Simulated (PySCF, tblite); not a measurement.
Species: C5H5F3O2.
Numbering: `[CH3:1][C@@H:2]1[O:3][C:4](=[O:5])[C@H:6]1[C:7]([F:8])([F:9])[F:10]` (hydrogens: H11, H12, H13 on C1; H14 on C2; H15 on C6)

Computed with GFN2-xTB (tblite), gas phase: Langevin dynamics at 400 K from the optimised GFN2-xTB geometry, time step 0.5 fs, friction 0.01 fs⁻¹, 2000 steps. Over the second half of the run the saved frames average 391 K.

Frame at 250 fs, instantaneous temperature 332 K:
```
atom  x, y, z in Å
C1      1.544   -0.730   -0.489
C2      0.123   -0.174   -0.941
O3      0.156    1.209   -1.380
C4     -0.717    1.580   -0.306
O5     -1.118    2.642   -0.029
C6     -0.799    0.154    0.238
C7     -2.148   -0.512    0.121
F8     -2.499   -0.653   -1.137
F9     -3.121    0.095    0.760
F10    -2.060   -1.812    0.618
H11     1.822   -0.253    0.445
H12     1.409   -1.789   -0.314
H13     2.251   -0.558   -1.312
H14    -0.368   -0.731   -1.727
H15    -0.462    0.072    1.300
```

Frame at 425 fs, instantaneous temperature 340 K:
```
atom  x, y, z in Å
C1      1.569   -0.908   -0.850
C2      0.166   -0.311   -1.038
O3      0.200    1.130   -1.289
C4     -0.485    1.414   -0.087
O5     -0.947    2.362    0.403
C6     -0.653   -0.128    0.281
C7     -2.106   -0.576    0.151
F8     -2.506   -0.664   -1.113
F9     -2.996    0.250    0.729
F10    -2.287   -1.787    0.736
H11     2.073   -0.854    0.132
H12     1.583   -1.949   -1.177
H13     2.256   -0.363   -1.456
H14    -0.345   -0.846   -1.859
H15    -0.216   -0.425    1.210
```

Frame at 625 fs, instantaneous temperature 506 K:
```
atom  x, y, z in Å
C1      1.576   -0.273   -0.420
C2      0.190    0.091   -0.864
O3      0.055    1.378   -1.537
C4     -0.611    1.913   -0.477
O5     -0.932    3.043   -0.207
C6     -0.815    0.537    0.182
C7     -2.226   -0.024    0.141
F8     -2.601   -0.298   -1.116
F9     -3.126    0.843    0.611
F10    -2.341   -1.169    0.845
H11     2.085    0.315    0.344
H12     1.476   -1.210   -0.026
H13     2.078   -0.264   -1.369
H14    -0.147   -0.650   -1.617
H15    -0.455    0.648    1.200
```

Frame at 800 fs, instantaneous temperature 430 K:
```
atom  x, y, z in Å
C1      1.445   -0.168    0.603
C2      0.403   -0.145   -0.434
O3      0.705    0.971   -1.364
C4     -0.431    1.667   -1.002
O5     -0.817    2.741   -1.366
C6     -0.886    0.630    0.032
C7     -2.270   -0.012    0.030
F8     -2.630   -0.572   -1.135
F9     -3.175    0.815    0.429
F10    -2.397   -1.007    0.932
H11     1.624    0.872    0.812
H12     0.997   -0.749    1.398
H13     2.236   -0.795    0.288
H14     0.232   -1.060   -0.951
H15    -0.733    1.025    1.064
```

Frame at 1000 fs, instantaneous temperature 402 K:
```
atom  x, y, z in Å
C1      1.419    0.045    1.439
C2      0.632   -0.064    0.061
O3      1.114    0.900   -0.960
C4     -0.037    1.525   -0.991
O5     -0.406    2.451   -1.654
C6     -0.763    0.625    0.015
C7     -2.023   -0.066   -0.412
F8     -2.028   -0.631   -1.597
F9     -2.927    0.924   -0.421
F10    -2.386   -0.896    0.518
H11     0.976   -0.624    2.169
H12     2.439   -0.262    1.189
H13     1.516    1.035    1.867
H14     0.630   -1.109   -0.407
H15    -0.967    1.248    0.898
```

Question: What do single points at PBE0/pcSseg-1 (PySCF, gas phase) give on these frames?

Answer: 
```json
{"t (fs)": "250", "GFN2-xTB E above start (eV)": "0.39", "DFT E above lowest frame (eV)": "0.00", "HOMO (eV)": "-8.87", "LUMO (eV)": "-0.73", "dipole (D)": "3.39"}
{"t (fs)": "425", "GFN2-xTB E above start (eV)": "0.46", "DFT E above lowest frame (eV)": "0.16", "HOMO (eV)": "-8.70", "LUMO (eV)": "-0.56", "dipole (D)": "4.05"}
{"t (fs)": "625", "GFN2-xTB E above start (eV)": "0.51", "DFT E above lowest frame (eV)": "0.12", "HOMO (eV)": "-8.57", "LUMO (eV)": "-0.56", "dipole (D)": "4.42"}
{"t (fs)": "800", "GFN2-xTB E above start (eV)": "0.54", "DFT E above lowest frame (eV)": "0.19", "HOMO (eV)": "-8.71", "LUMO (eV)": "-0.68", "dipole (D)": "4.06"}
{"t (fs)": "1000", "GFN2-xTB E above start (eV)": "0.51", "DFT E above lowest frame (eV)": "0.10", "HOMO (eV)": "-8.31", "LUMO (eV)": "-0.10", "dipole (D)": "4.80"}
```

The two levels order the frames alike by energy but for pairs within 0.08 eV at one level; measured from each level's lowest frame they differ by 0.09 eV at most. The HOMO–LUMO gap runs from 8.01 to 8.21 eV. These are instantaneous structures, not minima.

Question: And the isotropic GIAO shieldings (ppm) from the same runs?

Answer: 
```tsv
atom	250 fs	425 fs	625 fs	800 fs	1000 fs	mean	range
C1	159.6	165.5	170.2	164.7	161.5	164.3	10.6
C2	113.8	113.3	114.3	114.4	105.7	112.3	8.7
O3	3.0	-11.9	1.1	-2.6	34.1	4.7	46.0
C4	19.9	21.5	13.4	16.7	19.3	18.2	8.1
O5	-124.8	-121.2	-132.5	-134.5	-112.3	-125.1	22.2
C6	117.1	111.4	121.6	114.4	122.2	117.3	10.8
C7	54.4	53.0	54.2	58.5	62.2	56.5	9.2
F8	260.9	253.9	257.0	257.4	281.3	262.1	27.4
F9	262.1	247.0	250.8	258.5	244.1	252.5	18.0
F10	225.6	236.3	243.6	241.4	267.7	242.9	42.1
H11	30.2	29.8	30.2	30.2	30.2	30.1	0.4
H12	30.2	30.1	32.1	30.4	29.4	30.4	2.7
H13	29.3	30.3	29.9	30.2	30.1	30.0	1.0
H14	26.8	26.4	26.6	27.5	25.9	26.6	1.6
H15	27.4	28.2	28.4	27.8	28.0	28.0	1.0
```

The cost below is that of the whole dynamics run. Time: 12 s; peak memory 0.18 GiB. Hardware: AMD EPYC 7R13, one thread, shared host.
